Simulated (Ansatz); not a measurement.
A nudged elastic band was laid between two geometries of ClGeH3 + H2 (7 atoms, charge 0, multiplicity 1).

The calculation used Ansatz, RKS revPBE-D4/def2-SVP.

```
movable images  : 9
climbing image  : yes
spring          : 5.0 eV/Å²
optimiser       : quadratic models (default)
start path      : through a guess of the saddle point
force threshold : 0.5 eV/Å
iteration limit : 60
end points      : relaxed
```

First end point:

```xyz
7
Properties=species:S:1:pos:R:3
Ge 0.495 0.000 -0.116
Cl 0.433 0.000 2.075
H 1.988 0.000 -0.529
H -0.229 1.282 -0.597
H -0.229 -1.282 -0.597
H -3.190 0.000 1.273
H -2.521 0.000 1.648
```

Last end point:

```xyz
7
Properties=species:S:1:pos:R:3
Ge -0.326 0.000 -0.562
Cl -0.348 0.000 3.463
H 0.932 0.000 0.336
H -0.351 1.269 -1.451
H -0.351 -1.269 -1.451
H -1.599 0.000 0.332
H -1.209 0.000 2.492
```

Problem. What changes between the two ends?

Solution. Bonds broken: Ge1–Cl2, H6–H7. Bonds formed: Ge1–H6, Cl2–H7. ClGeH3 + H2 becomes ClH + GeH4.

Problem. Give the energies along the band, and the barrier.

Solution. The run converged. The highest image is number 6 of 0 to 10, 46.4 kcal/mol above the first end and 34.8 kcal/mol above the last; the last end lies 11.6 kcal/mol above the first. The threshold of 0.5 eV/Å is loose, so the images may lie well off the minimum-energy path. The order of the point at the top wasn't checked. The orbitals stay closed-shell, which can raise the energy where a bond breaks towards radicals; this wasn't checked here.

```
image  path coordinate (Å)  energy (kcal/mol)  Ge1–Cl2 (Å)  H6–H7 (Å)  Ge1–H6 (Å)
    0                 0.00                0.0         2.19       0.77        3.94
    1                 0.46                0.1         2.19       0.77        3.53
    2                 0.93                1.0         2.20       0.77        3.08
    3                 1.39                4.9         2.21       0.77        2.68
    4                 1.85               15.6         2.28       0.78        2.32
    5                 2.31               35.6         2.47       0.83        2.01
    6                 2.77               46.4         2.73       1.03        1.78
    7                 3.23               29.5         3.04       1.29        1.62
    8                 3.69               16.7         3.39       1.49        1.57
    9                 4.15               12.1         3.75       1.76        1.56
   10                 4.61               11.6         4.03       2.19        1.56
```

Problem. What is the geometry of the highest image?

Solution. 
```xyz
7
Properties=species:S:1:pos:R:3
Ge -0.208 0.000 -0.139
Cl -0.082 0.000 2.592
H 1.333 0.000 0.086
H -0.610 1.319 -0.839
H -0.610 -1.319 -0.839
H -1.781 0.000 0.694
H -1.293 0.000 1.604
```

Run time: 110 s on 1 thread of Intel(R) Xeon(R) Platinum 8259CL CPU @ 2.50GHz (Skylake/Cascade Lake) (shared host), peak memory 0.18 GiB.
